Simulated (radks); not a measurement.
Q: Neutral barium, [Xe] 6s2. Calculated with a radial shooting solver on a logarithmic mesh with Libxc functionals: non-relativistic Kohn-Sham, PBE, spin-polarised, spherical densities, point nucleus. Every spin shell is full or empty, so the densities are truly spherical. Functionals are evaluated on that one density, not self-consistently. Rank these orbital-free kinetic functionals by their error against the exact value of the orbitals, and give that value: Thomas-Fermi, von Weizsacker, TF + vW, TF + vW/9, TF + vW/5, LC94, APBEK, revAPBEK, Perdew 92, Thakkar, Pearson, PG1, DePristo-Kress, Ernzerhof.

A: Exact: 7883.04 hartree. From best to worst, with 100 (|E| - |E exact|)/|E exact| (equal figures are ties): LC94 +0.04, APBEK +0.08, DePristo-Kress -0.14, revAPBEK +0.25, Ernzerhof -0.44, Thakkar -0.64, Perdew 92 -0.69, TF + vW/9 -0.70, Pearson -0.92, TF + vW/5 +2.86, Thomas-Fermi -5.15, PG1 +14.37, TF + vW +34.90, von Weizsacker -59.95.
